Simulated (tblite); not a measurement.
Species: C6H8O2S.
SMILES with atom numbers: `[O:1]=[CH:2][O:3]/[CH:4]=[C:5]1/[CH2:6][CH2:7][CH2:8][S:9]1` (hydrogens: H10 on C2; H11 on C4; H12, H13 on C6; H14, H15 on C7; H16, H17 on C8)

Cartesian coordinates in Å at the GFN2-xTB level; atoms count from 1:
```
atom  x, y, z in Å
O1    -4.1871   -0.3463    0.0269
C2    -3.5952    0.2105    0.9062
O3    -2.2835    0.3473    1.0225
C4    -1.4774   -0.2023    0.0418
C5    -0.1529   -0.0857    0.0939
C6     0.8002   -0.6734   -0.9052
C7     2.0532    0.1957   -0.8619
C8     2.3288    0.4566    0.6090
S9     0.6909    0.7889    1.3600
H10   -4.0729    0.7022    1.7691
H11   -1.9969   -0.7269   -0.7482
H12    0.3536   -0.7089   -1.8981
H13    1.0472   -1.6959   -0.6027
H14    2.9026   -0.2940   -1.3383
H15    1.8612    1.1407   -1.3732
H16    2.7548   -0.4163    1.1046
H17    2.9665    1.3197    0.7835
```

Calculated harmonic vibrations of the isolated species, GFN2-xTB (tblite), most abundant isotopes, no scaling. Errors from tens to a few hundred cm⁻¹ against measured bands are possible. One conformer, not necessarily the lowest.

Harmonic wavenumbers (cm⁻¹): 43.3, 78.7, 93.1, 182.4, 215.9, 242.7, 366.9, 383.6, 446.3, 499.6, 572.5, 654.0, 698.2, 769.1, 779.2, 860.2, 876.1, 923.6, 971.7, 1011.7, 1030.5, 1064.2, 1085.6, 1123.7, 1154.9, 1172.4, 1198.9, 1237.5, 1247.2, 1293.9, 1317.4, 1353.6, 1452.4, 1460.7, 1479.0, 1680.5, 1770.1, 2841.8, 2943.2, 2976.7, 2993.5, 3001.3, 3008.9, 3026.1, 3066.5.

A = 3836, B = 713.4, C = 614.0 MHz; mass 144.025 u (most abundant isotopes); point group C1, symmetry number 1.

**Question.** What is the zero-point energy?

**Answer.** ½Σν̃ = 28325 cm⁻¹ = 80.98 kcal/mol.

**Question.** Entropy at 298.15 K, 1 bar (ideal gas, RRHO, classical rotation)?

**Answer.** Translation 40.83, rotation 29.64, vibration 25.16: S = 95.6 cal/(mol K).

**Question.** And Cp and H(298.15 K) − H(0)?

**Answer.** Cp = 34.50 cal/(mol K), of which vibrations give 26.55 (their classical limit is 45 R = 89.4); H(298.15 K) − H(0) = 6.29 kcal/mol without the zero-point energy, 3.92 from vibrations.

**Question.** How do the functions run with temperature in this model?

**Answer.** 
| T (K) | S (cal/(mol K)) | Cp (cal/(mol K)) | H − H(0) (kcal/mol) | G − H(0) (kcal/mol) | ln q(vib) |
| --- | --- | --- | --- | --- | --- |
| 100 | 69.5 | 17.1 | 1.24 | -5.71 | 1.63 |
| 200 | 83.8 | 25.3 | 3.36 | -13.41 | 3.88 |
| 300 | 95.8 | 34.7 | 6.35 | -22.40 | 6.09 |
| 500 | 117.8 | 51.8 | 15.09 | -43.81 | 10.56 |
| 800 | 146.0 | 68.0 | 33.30 | -83.52 | 17.13 |
| 1000 | 162.0 | 74.7 | 47.62 | -114.36 | 21.24 |

q(vib) and H(0) count from the zero-point level.

**Question.** What must be added to the electronic energy to get the Gibbs energy at 298.15 K and 1 bar?

**Answer.** ZPE + [H(298.15 K) − H(0)] − T·S = 80.98 + 6.29 − 28.51 = 58.76 kcal/mol.

**Question.** Which modes carry the vibrational entropy at 298.15 K?

**Answer.** 43.3 cm⁻¹: 5.10; 78.7 cm⁻¹: 3.92; 93.1 cm⁻¹: 3.59; 182.4 cm⁻¹: 2.30; 215.9 cm⁻¹: 1.99; 242.7 cm⁻¹: 1.78 cal/(mol K); the other 39 give 6.46 together.

Hindered rotation and anharmonicity are outside this model. Other conformers, if any are populated, would add a mixing term that is left out. The structure is chiral; the term R ln 2 for an equal mix with its mirror image is left out.

On one thread, Intel Xeon at 2.50 GHz (x86_64), on a shared host, this took 2.3 s wall, 1.9 s CPU. The figure is for the frequency step alone.
